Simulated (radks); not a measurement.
Problem. These are the eigenvalues of the occupied orbitals of an atom or ion with whole-number occupations (hartree). Calculated with a radial shooting solver on a logarithmic mesh with Libxc functionals: non-relativistic Kohn-Sham, TPSS, spin-polarised, spherical densities, point nucleus; meta-GGA in the generalised Kohn-Sham scheme.

orbital  eigenvalue
1s down   -2849.369
1s up     -2849.369
2s up     -493.4012
2s down   -493.4002
2p up     -475.4496
2p down   -475.4490
3s up     -130.3463
3s down   -130.3083
3p up     -121.8493
3p down   -121.8147
3d up     -106.0644
3d down   -106.0391
4s up     -41.70236
4s down   -41.65310
4p up     -37.96662
4p down   -37.91691
4d up     -31.09987
4d down   -31.04860
4f up     -21.83044
4f down   -21.77441
5s up     -18.68932
5s down   -18.67034

Which element is it, and in what charge state? The configuration may be excited. Open shells, if any, are filled with parallel spins first.

Solution. Z = 81, thallium, charge +20: Tl20+ in [Kr] 4d10 4f13 5s2. The list shows which subshells hold electrons but not how many an open one holds; the 1s level, -2849.4 hartree, gives Z - s = 75.5 by -(Z - s)^2/2, which with screening narrows Z to a few neighbours, and the depths of the outer levels then fix element, charge and occupations together.
